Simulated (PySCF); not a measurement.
Computed properties of propa-1,2-dienylcyclopropane (C₆H₈), SMILES C=C=CC1CC1

propa-1,2-dienylcyclopropane (C6H8), SMILES C=C=CC1CC1. Geometry: PBE0-D3(BJ)/def2-SVP. The values are those of a single conformer. All values are computed for the isolated molecule unless a solvent is named; none is compared with measurement here.

**Structure.** The optimised structure has Cs symmetry. All 36 harmonic modes at PBE0-D3(BJ)/def2-SVP (PySCF) are real, so it is a minimum. With heavy atoms numbered as in [CH2:1]=[C:2]=[CH:3][CH:4]1[CH2:5][CH2:6]1, the shortest bond between them is C1–C2 at 1.308 Å and the longest C4–C6 at 1.507 Å.

**Vibrations.** The strongest infrared lines (harmonic, unscaled, degenerate partners summed) lie at 975 cm⁻¹ (39 km/mol, C 53 %, H 47 %), 874 cm⁻¹ (34 km/mol, H 64 %, C 36 %), 2097 cm⁻¹ (31 km/mol, C 98 %). The softest mode is at 76 cm⁻¹ and the zero-point energy is 74.6 kcal/mol.

**Electronic structure.** HF/def2-TZVP (PySCF) places the frontier levels at -9.21 and 3.92 eV, a gap of 13.13 eV, and gives a dipole moment of 0.58 D and a mean polarisability of 73.6 bohr³. PBE/def2-TZVP (PySCF) at the same geometry gives -5.64 and -0.70 eV, so its gap is 8.19 eV narrower. An orbital gap is neither the optical nor the fundamental gap.

**Excitations.** TDA-CAM-B3LYP/def2-SVPD (PySCF) has S1 at 5.47 eV (227 nm, f = 0.000, dark); the most intense of the 10 singlets computed lies at 7.98 eV (f = 0.63). T1 (TDA) is at 4.39 eV, 1.08 eV under S1. TDA-PBE/def2-SVPD (PySCF) puts S1 at 5.04 eV. No vertical singlet excitation falls in the visible range (under 3.1 eV).

**NMR.** GIAO shifts at B3LYP/pcSseg-1 (PySCF) (non-relativistic, atoms alike by connectivity averaged): ¹³C from 10.5 to 228.5 ppm against TMS; ¹H from 0.8 to 5.2 ppm against TMS.

**Solvation.** SMD-M06-2X/6-31G* (PySCF) gives -0.6 kcal/mol in water, -5.2 kcal/mol in diethylether, -5.1 kcal/mol in benzene (1 M in both phases, gas-phase geometry); of these solvents diethylether holds the molecule best.
